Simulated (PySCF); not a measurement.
Cartesian coordinates in Å; atom numbers follow the order of the lines, from 1:
```xyz
19

C    -2.3193   -0.2210   -1.1900
C    -1.7324   -0.2360    0.0166
C    -0.3127   -0.3952    0.2966
C     0.1390   -0.3305    1.5833
C     1.5100   -0.3188    2.0039
C     2.5525    0.2082    1.2934
Cl    4.1159    0.2795    2.0607
C     2.4643    0.8688    0.0138
C     1.5587    0.5401   -0.9309
C     0.6862   -0.6662   -0.7971
H    -1.7542   -0.3227   -2.1202
H    -3.3994   -0.0900   -1.2845
H    -2.3644   -0.1065    0.9029
H    -0.6062   -0.2742    2.3845
H     1.7251   -0.6328    3.0292
H     3.1560    1.6990   -0.1552
H     1.4602    1.1758   -1.8164
H     1.3033   -1.5330   -0.5001
H     0.1934   -0.9141   -1.7448
```

Geometry: PBE0-D3(BJ)/def2-SVP; GIAO absolute shieldings from PySCF, gas phase, non-relativistic, averaged over equivalent atoms.

At B97-2/pcSseg-1 (222 basis functions, 36 s wall time on 1 thread of an x86-64 server CPU, shared host):
```json
{"atoms": "C6", "σ (ppm)": "37.8"}
{"atoms": "C2", "σ (ppm)": "41.8"}
{"atoms": "C8", "σ (ppm)": "50.2"}
{"atoms": "C5", "σ (ppm)": "50.4"}
{"atoms": "C3", "σ (ppm)": "53.1"}
{"atoms": "C4", "σ (ppm)": "54.4"}
{"atoms": "C9", "σ (ppm)": "57.6"}
{"atoms": "C1", "σ (ppm)": "64.6"}
{"atoms": "C10", "σ (ppm)": "155.4"}
{"atoms": "Cl7", "σ (ppm)": "670.7"}
{"atoms": "H15", "σ (ppm)": "24.56"}
{"atoms": "H13", "σ (ppm)": "24.97"}
{"atoms": "H16", "σ (ppm)": "25.06"}
{"atoms": "H14", "σ (ppm)": "25.17"}
{"atoms": "H11", "σ (ppm)": "25.62"}
{"atoms": "H12", "σ (ppm)": "25.96"}
{"atoms": "H17", "σ (ppm)": "26.13"}
{"atoms": "H18/H19", "σ (ppm)": "28.93"}
```

**Question.** What do these become at PBE0/pcSseg-1?

**Answer.** 
```json
{"atoms": "C6", "σ at PBE0/pcSseg-1": "35.6", "change": "-2.2"}
{"atoms": "C2", "σ at PBE0/pcSseg-1": "39.0", "change": "-2.8"}
{"atoms": "C8", "σ at PBE0/pcSseg-1": "47.8", "change": "-2.4"}
{"atoms": "C5", "σ at PBE0/pcSseg-1": "48.0", "change": "-2.4"}
{"atoms": "C3", "σ at PBE0/pcSseg-1": "50.8", "change": "-2.3"}
{"atoms": "C4", "σ at PBE0/pcSseg-1": "52.1", "change": "-2.3"}
{"atoms": "C9", "σ at PBE0/pcSseg-1": "55.0", "change": "-2.6"}
{"atoms": "C1", "σ at PBE0/pcSseg-1": "62.2", "change": "-2.4"}
{"atoms": "C10", "σ at PBE0/pcSseg-1": "156.0", "change": "+0.6"}
{"atoms": "Cl7", "σ at PBE0/pcSseg-1": "669.1", "change": "-1.6"}
{"atoms": "H15", "σ at PBE0/pcSseg-1": "24.38", "change": "-0.18"}
{"atoms": "H13", "σ at PBE0/pcSseg-1": "24.79", "change": "-0.18"}
{"atoms": "H16", "σ at PBE0/pcSseg-1": "24.90", "change": "-0.16"}
{"atoms": "H14", "σ at PBE0/pcSseg-1": "25.01", "change": "-0.16"}
{"atoms": "H11", "σ at PBE0/pcSseg-1": "25.45", "change": "-0.17"}
{"atoms": "H12", "σ at PBE0/pcSseg-1": "25.77", "change": "-0.19"}
{"atoms": "H17", "σ at PBE0/pcSseg-1": "25.97", "change": "-0.16"}
{"atoms": "H18/H19", "σ at PBE0/pcSseg-1": "28.81", "change": "-0.12"}
```

The largest change is at C2 (alkene CH). Cost: 222 basis functions, 37 s wall time on 1 thread of an x86-64 server CPU, shared host. The order of the carbon signals is the same at both levels.

Carbons that carry Cl, above all several Cl atoms, come out too deshielded, partly because spin–orbit coupling is missing.
